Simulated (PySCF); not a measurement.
B(H)(OH)(SH) (BH₃OS), SMILES OBS. Geometry optimised at TPSSh-D3(BJ)/def2-TZVP. The values are those of a single conformer.

The numbers are results of TPSSh-D3(BJ)/def2-TZVP (PySCF), not measurements.

Harmonic wavenumbers (cm⁻¹): 351, 379, 586, 675, 826, 873, 1024, 1159, 1338, 2656, 2671, 3797. Rotational constants (GHz): 48.50, 5.339, 4.810; symmetry number 1.

Q: Work out the zero-point energy and the ideal-gas rigid-rotor harmonic-oscillator thermochemistry at 298.15 K and 1 atm.

A: ZPE = ½ Σ hcν = ½ × 16334 cm⁻¹ = 97.70 kJ/mol. H − E(el) = 110.70 kJ/mol. Entropy in J/(mol K): translation 160.20, rotation 96.53, vibration 14.71, total 271.44. G − E(el) = 29.77 kJ/mol. Cp = 62.09 J/(mol K).
